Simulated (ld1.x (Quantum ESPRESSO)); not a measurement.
## Plane-wave convergence, PAW potential for Al (Z = 13)

ld1.x (Quantum ESPRESSO) 7.5 input, shortened:

```
&input
   title='Al', zed=13., rel=1, dft='PBESOL', iswitch=3,
   config='[Ne] 3s2 3p1'
 /
 &inputp
   pseudotype=3, lpaw=.true., tm=.true., lloc=-1, rcloc=2.10,
   nlcc=.true., new_core_ps=.true., rcore=2.05,
   which_augfun='PSQ', rmatch_augfun_nc=.true.
 /
4
3S  1  0   2.00   0.00  2.15  2.60  0.0
3S  1  0   0.00  -0.20  2.15  2.60  0.0
3P  2  1   1.00   0.00  1.50  2.10  0.0
3P  2  1   0.00   2.40  1.50  2.10  0.0
 &test
   configts(1)='3s2 3p1'
 /
```

The pseudo-atom Hamiltonian at the reference potential is diagonalised in spherical Bessel functions j_l(qr) that vanish at 20 bohr, with q² up to the cutoff. All-electron valence levels (Ry): 3s -0.5670, 3p -0.1977.

Task: How do the lowest levels (Ry) of each channel move with the cutoff, and are there ghosts?

Result:

```json
{"cutoff (Ry)": "8", "s #1": "-0.5670", "p #1": "-0.1976", "p #2": "0.0263", "d #1": "0.0483", "f #1": "0.1031", "f #2": "0.2273", "Σ f·Δε (mRy)": "0.2"}
{"cutoff (Ry)": "10", "s #1": "-0.5670", "p #1": "-0.1976", "p #2": "0.0263", "d #1": "0.0483", "f #1": "0.1031", "f #2": "0.2273", "Σ f·Δε (mRy)": "0.1"}
{"cutoff (Ry)": "400", "s #1": "-0.5670", "p #1": "-0.1977", "p #2": "0.0263", "d #1": "0.0483", "f #1": "0.1031", "f #2": "0.2273", "Σ f·Δε (mRy)": "0.0"}
```

Result: no extra level below or beside the all-electron valence levels (s, p, d, f tested); 10 mRy is reached at 6 Ry and 1 mRy at 6 Ry.

Test run stopped at test 1 of 7 (negative rho).
